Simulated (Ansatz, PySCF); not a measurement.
Noncovalent pair: HBr (SMILES Br) (first 2 atoms) with H4OSi (SMILES O[SiH3]); geometry from B3LYP-D3(BJ)/def2-TZVP, rigid monomers moved along the line of their centres of mass till Br1···H5 is 2.53 Å.
(charge 0, multiplicity 1):
| atom | x (Å) | y (Å) | z (Å) |
|---|---|---|---|
| Br | -0.4673 | -1.3769 | -0.0963 |
| H | 0.4134 | -0.3081 | 0.2541 |
| O | -1.0748 | -0.2226 | 2.9340 |
| Si | 0.5250 | 0.1138 | 3.1349 |
| H | -1.3219 | -0.8106 | 2.2128 |
| H | 1.3087 | -1.0789 | 3.5365 |
| H | 0.6068 | 1.1528 | 4.1790 |
| H | 1.1272 | 0.6335 | 1.8745 |

Monomers are frozen at their geometry in the pair; levels with a basis set take the counterpoise correction.

Cores are frozen in the correlated methods. Filled d and f shells under p-block atoms count as core. CBS(a, b) extrapolates the correlation energy as X⁻³ and adds the Hartree–Fock energy of set b.

The values were computed with Ansatz (Gaussian orbitals); PySCF for the dispersion terms. Values without a source in brackets are computed.

PBE/def2-TZVPPD gives -54.8 meV for the interaction energy.

Task: Where do these levels fall relative to PBE: PBE-D3(BJ)/def2-TZVPPD, r2SCAN/def2-TZVPPD, B3LYP/def2-TZVPPD, wB97M-V/def2-TZVPPD, MP2/CBS(def2-SVPD, def2-TZVPPD), CCSD(T)/CBS(def2-SVPD, def2-TZVPPD).

Result: PBE-D3(BJ)/def2-TZVPPD -66.5; r2SCAN/def2-TZVPPD -21.0; B3LYP/def2-TZVPPD 77.1; wB97M-V/def2-TZVPPD -19.3; MP2/CBS(def2-SVPD, def2-TZVPPD) -8.3; CCSD(T)/CBS(def2-SVPD, def2-TZVPPD) 4.1 meV. 2 of 6 lie above PBE; the widest gap is to B3LYP/def2-TZVPPD.

Ansatz is a first-principles code.
